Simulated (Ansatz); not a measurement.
The same path of a periodic cell of 17 atoms, CuSi16 (host Si, host structure diamond, interstitial Cu), cell charge +1 was run twice with different band settings. Lost on the way: Si5–Cu17, Si6–Cu17, Si7–Cu17. Made: Si14–Cu17, Si15–Cu17.

These are results of DFT PBE-D3(BJ), scalar-relativistic, plane waves, PAW in Ansatz, not measurements. Settings: PAW set soft_1, cutoff 420 eV, k mesh 2x2x2, gaussian smearing 0.02 eV, no spin polarisation.

Relaxed end points:

```xyz
17
Lattice="0.0000 5.4300 5.4300 5.4300 0.0000 5.4300 5.4300 5.4300 0.0000" Properties=species:S:1:pos:R:3
Si 0.065 -0.149 -0.150
Si 1.236 1.283 1.280
Si 2.640 2.754 -0.013
Si 4.111 4.165 1.344
Si 2.640 -0.012 2.751
Si 4.112 1.345 4.164
Si 5.446 2.789 2.787
Si 6.704 4.192 4.190
Si -0.033 2.680 2.677
Si 1.481 3.972 3.968
Si 2.741 5.499 2.700
Si 4.042 6.853 4.109
Si 2.742 2.703 5.495
Si 4.043 4.112 6.849
Si 5.347 5.530 5.526
Si 6.761 6.854 6.851
Cu 2.970 2.401 2.402
```

```xyz
17
Lattice="0.0000 5.4300 5.4300 5.4300 0.0000 5.4300 5.4300 5.4300 0.0000" Properties=species:S:1:pos:R:3
Si 0.033 0.061 -0.057
Si 1.314 1.362 1.404
Si 2.715 2.775 0.002
Si 4.138 4.120 1.315
Si 2.775 0.060 2.684
Si 4.126 1.411 4.021
Si 5.478 2.763 2.669
Si 6.833 4.118 4.008
Si -0.141 2.574 2.860
Si 1.315 4.030 4.073
Si 2.717 5.433 2.662
Si 3.945 6.660 4.207
Si 2.776 2.748 5.373
Si 4.077 4.029 6.834
Si 5.490 5.430 5.432
Si 6.835 6.854 6.745
Cu 1.203 3.918 1.521
```

Common settings: climbing image yes; optimiser fire; end points relaxed.

| run | movable images | spring | start path | force threshold | iteration limit |
| --- | --- | --- | --- | --- | --- |
| 1 | 5 | 5.0 eV/Å² | straight line | 0.03 eV/Å | 41 |
| 2 | 3 | 0.05 eV/Å² | default | 0.05 eV/Å | 43 |

**Question.** What does each run give, and how far can it be trusted?

**Answer.** Run 1: converged after 41 iterations, highest image 0.042 eV above the first end. Beside the main top the profile has a ripple of under 15 meV (maxima at images 1, 3), which may be a very shallow well or noise. By the program's own check the climbing image is of a kind that is not told: the force calls were inconclusive, a negative curvature could not be distinguished from the path's own, the only one lies far off the path, or fixed occupations may fill a level only in part (lowest curvatures found: -0.45 and 0.83 eV/Å²).
Run 2: converged after 31 iterations, highest image 0.040 eV above the first end. The order of the stationary point at the top wasn't checked.
Limits of this set-up: charged cell in a uniform background, uncorrected.
